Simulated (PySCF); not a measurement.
C2H7BCl2N2Si.
SMILES with atom numbers: `[Cl:1][B:2]([Cl:3])[SiH:4]1[NH:5][CH2:6][CH2:7][NH:8]1` (hydrogens: H9 on Si4; H10 on N5; H11, H12 on C6; H13, H14 on C7; H15 on N8)

Structure used (PBE0-D3(BJ)/def2-SVP), in Å, numbered top down from 1:
```xyz
15
C2H7BCl2N2Si angstrom
Cl     4.0012    0.3532    1.0382
B      2.5314    0.0900    0.1190
Cl     2.6748   -0.6592   -1.4627
Si     0.6763    0.5003    0.8305
N     -0.3176   -0.9341    0.8840
C     -1.1615   -0.9847   -0.3002
C     -1.5291    0.4636   -0.6176
N     -0.3239    1.2420   -0.3820
H      0.7812    1.2094    2.1498
H      0.0126   -1.8310    1.2187
H     -0.6434   -1.4279   -1.1750
H     -2.0732   -1.5795   -0.1186
H     -1.8680    0.5472   -1.6644
H     -2.3716    0.7788    0.0313
H     -0.3935    2.2371   -0.5474
```

Method: PySCF, TDDFT CAM-B3LYP/def2-SVPD, vertical, gas phase, core orbitals frozen in the response.

Kohn–Sham orbitals with the atoms that hold most of them (Löwdin shares over 4%, at most four atoms; ? is withheld):

| orbital | ε (eV) | atoms |
| --- | --- | --- |
| LUMO+2 | 1.42 | Cl1 15%, Si4 13%, C7 12%, H15 10% |
| LUMO+1 | 0.80 | B2 42%, Cl3 16%, Cl1 15%, Si4 7% |
| LUMO | ? | ? |
| HOMO | -8.04 | N5 30%, N8 14%, Si4 14%, B2 10% |
| HOMO-1 | -8.14 | ? |
| HOMO-2 | -10.03 | Cl3 28%, Si4 14%, B2 14%, Cl1 13% |
| HOMO-3 | -10.44 | Cl1 51%, Cl3 38% |

Q: Which atoms hold the HOMO-1, and with what shares?

A: N8 (bonded to C, Si and H) 40%; N5 (bonded to C, Si and H) 21%; C7 (bonded to C, N and 2 H) 9%; Si4 (bonded to B, 2 N and H) 6%. By element: nitrogen 62%, carbon 9% or more, silicon 6%.

Q: Give the leading atoms of the LUMO.

A: B2 (bonded to 2 Cl and Si) 46%; Cl1 (bonded to B) 17%; Cl3 (bonded to B) 15%; Si4 (bonded to B, 2 N and H) 12%. By element: boron 46%, chlorine 32%, silicon 12%.

Q: What is the LUMO energy, and the HOMO–LUMO gap?

A: ε(LUMO) = -1.01 eV; the gap is 7.03 eV (0.2585 hartree).

Q: How does S1 compare with the orbital gap of 7.03 eV?

A: S1 is at 3.75 eV (f = 0.0075), 3.28 eV below the gap, made of HOMO→LUMO (92%). Without the coupling terms of the response equations the lowest excitation would equal the gap.

Q: Give energy, strength and leading configuration of S1, S2 and S3, and follow the Löwdin shares of the leading atoms from the occupied to the empty orbital.

A: 
- S1 (3.75 eV, f 0.0075), HOMO→LUMO (92%): N5 30% → at most 10%, N8 14% → at most 10%, B2 10% → 46%, Cl1 at most 11% → 17%
- S2 (4.31 eV, f 0.032), HOMO-1→LUMO (96%): N8 40% → at most 10%, N5 21% → at most 10%, B2 at most 6% → 46%, Cl1 at most 6% → 17%
- S3 (5.46 eV, f 0.0098), HOMO-2→LUMO (84%): Cl3 28% → 15%, Si4 14% → 12%, B2 14% → 46%, Cl1 13% → 17%

The run took 4.5 min of wall time on one thread, Arm Neoverse V2 (aarch64), shared host, and the process peaked at 1.4 GiB of memory.

One conformer stands for the species.
